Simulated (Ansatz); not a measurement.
```xyz
11

C     2.4414   -0.6216   -0.7062
C     1.3161   -0.3416   -0.3823
N     0.0757   -0.0311   -0.0250
C    -0.3946    1.3512    0.0511
S    -2.1362    1.0792    0.5954
Si   -1.3513   -0.8972    0.4532
H     3.4338   -0.8727   -0.9916
H    -0.3698    1.8532   -0.9185
H     0.1524    1.9364    0.7936
H    -1.9353   -1.7844   -0.5847
H    -1.2323   -1.6714    1.7150
```

The species carries charge 0 and has multiplicity 1.

Question: List the r2SCAN/def2-TZVPP orbital energies in eV (Ansatz 0.2.0). (Estimate.)

Answer: Computed: Occupied: -2409.21, -1792.30, -386.49, -275.43, -273.97, -272.78, -213.65, -157.74, -157.63, -157.51, -142.63, -97.56, -97.48, -97.44, -25.24, -20.67, -18.77, -17.03, -15.25, -13.08, -12.84, -12.39, -11.60, -9.56, -9.26, -8.71, -8.45, -6.97, -6.35, -5.60. Lowest empty: -1.36, -1.11, 0.68, 0.79, 0.81, 1.59, 1.94, 2.34.
